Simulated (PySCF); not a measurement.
## Four-centre ligand exchange

Start structure (SiH4BrOF, singlet), relaxed at PBE0-D4/def2-TZVP:

```
8
angstrom
Si -0.4163 -0.9035 -0.4234
Br 1.8158 -0.8064 -0.1019
H -0.6458 -1.7316 -1.6207
H -0.9396 -1.5195 0.8151
O -0.9993 0.5811 -0.7148
H 1.2897 1.2759 0.9353
F 0.6560 1.9203 1.1725
H -0.7681 1.2785 -0.0888
```

The step: SiH₃BrO ([OH][SiH2][Br]) + HF → SiH₃OF ([OH][SiH2][F]) + HBr; bonds formed: Si1–F7, Br2–H6; bonds broken: Si1–Br2, H6–F7. Program: PySCF 2.14 with density fitting (its default auxiliary sets; JK sets also for MP2 and CCSD(T)). Basis: def2-TZVPP and def2-QZVPP. Cores are frozen in the correlated methods. Filled d shells of the heavier atoms are correlated. The def2 sets are not built for correlating such inner shells, so the correlated values are less sure here. Extrapolation: Hartree–Fock as exp(−7.88 √X), correlation as X^−2.97. Energies below are by CCSD(T) at an estimated basis limit (MP2 extrapolated from triple and quadruple zeta, plus CCSD(T) − MP2 in triple zeta).

(1) What are the electronic barrier and the energy of the step, from the start structure to the end structure? (An estimate is asked for; the value comes from the calculation.)

The T1 diagnostic stays at or below 0.011.

Results:

(1) By the calculation: Barrier 124.3 kJ/mol; step energy -30.3 kJ/mol (downhill); reverse barrier, their difference, 154.7 kJ/mol. Barrier and step energy count from the start structure, the reverse barrier from the end structure.

The saddle point: One imaginary mode of 296i cm⁻¹.
```
   pair  start (Å)  saddle (Å)  end (Å)
 Si1–F7       3.42        1.95     1.61
 Br2–H6       2.39        1.80     1.42
Si1–Br2       2.26        2.62     4.54
  H6–F7       0.93        1.05     2.09
```

Zero-point energy (harmonic, PBE0-D4): ZPE is 117.4 kJ/mol at the start and 112.2 kJ/mol at the saddle, so the barrier goes from 124.3 to 119.1 kJ/mol.

Labels in which every atom is bracketed show which atoms are joined, not bond orders.

For scale, one of the runs: CCSD(T)/def2-TZVPP, 208 basis functions, launched by `OMP_NUM_THREADS=4 python run.py`. Hardware: 4 CPU threads of an Arm Neoverse V2, shared host. Wall time 14 min; peak host memory 3.8 GiB.
